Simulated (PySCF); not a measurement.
CBr: from constants to spectrum

UHF-CCSD(T) constants of CBr, ²Π (doublet), unpaired electrons π ↑ (C def2-TZVPP, Br def2-TZVPP; no relativity (PySCF 2.14); masses 12.0000 and 78.9183 u):

- ωe: 733.8 cm⁻¹
- ωexe: 3.94 cm⁻¹
- Be: 0.48623 cm⁻¹
- αe: 0.00404 cm⁻¹
- D (centrifugal): 8.54e-07 cm⁻¹
- De to C + Br: 3.41 eV

Problem. Give the vibrational terms G(v) and spacings up to v = 6.

Solution. G(v) = ωe(v+½) − ωexe(v+½)².

| v | G(v) (cm⁻¹) | G(v) − G(v−1) | Bv (cm⁻¹) |
| --- | --- | --- | --- |
| 0 | 366 |  | 0.4842 |
| 1 | 1092 | 726 | 0.4802 |
| 2 | 1810 | 718 | 0.4761 |
| 3 | 2520 | 710 | 0.4721 |
| 4 | 3222 | 702 | 0.4680 |
| 5 | 3917 | 694 | 0.4640 |
| 6 | 4603 | 687 | 0.4600 |

Problem. How well does the Morse estimate ωe²/(4ωexe) reproduce De, and what is D0?

Solution. It gives 4.24 eV, 124 % of the computed De. D0 = De − G(0) = 3.41 − 0.05 = 3.36 eV.

Correlated steps freeze 10 core orbitals. Spin–orbit coupling is left out. The state was picked by a PBE0 search and need not be the measured ground state.
